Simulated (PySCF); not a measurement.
Relaxation of doublet [SnCl2]+

Level of theory: UPBE0/[Sn def2-TZVP with ECP28, Cl def2-TZVP], scalar-relativistic core potentials, density fitting, no spin–orbit coupling, PySCF. A (50,194) grid was used.

A start displaced from a saddle point along its imaginary mode, of C2v symmetry, held to at least that symmetry:

```xyz
3
charge 1 multiplicity 2, angstrom
Sn   -0.0503    0.1369    0.0000
Cl    0.0862   -0.2347    2.3325
Cl    0.0862   -0.2347   -2.3325
```

Optimiser trace:
| step | E − E(last) (kJ/mol) | largest gradient (Eh/bohr) |
| --- | --- | --- |
| 0 | 38.07 | 0.01271 |
| 1 | 28.01 | 0.00898 |
| 2 | 6.61 | 0.00937 |
| 3 | 1.61 | 0.00835 |
| 4 | 0.05 | 0.00114 |
| 5 | 0.00 | 0.00008 |
| 6 | 0.00 | 0.00001 |

It ends at C2v with Sn–Cl 2.272 Å (×2); Cl–Sn–Cl 120.0° (after a last refinement on a finer grid). A frequency run shows a minimum. Other isomers or separated fragments may lie lower.

No spin–orbit coupling is included, which matters more the heavier the element.

The relaxation took 18 s on 4 threads of a shared Arm Neoverse V1 host, with 124 basis functions and 7 gradients; the process peaked at 1.1 GiB. Launch command: `OMP_NUM_THREADS=4 python axn.py task.json out`.
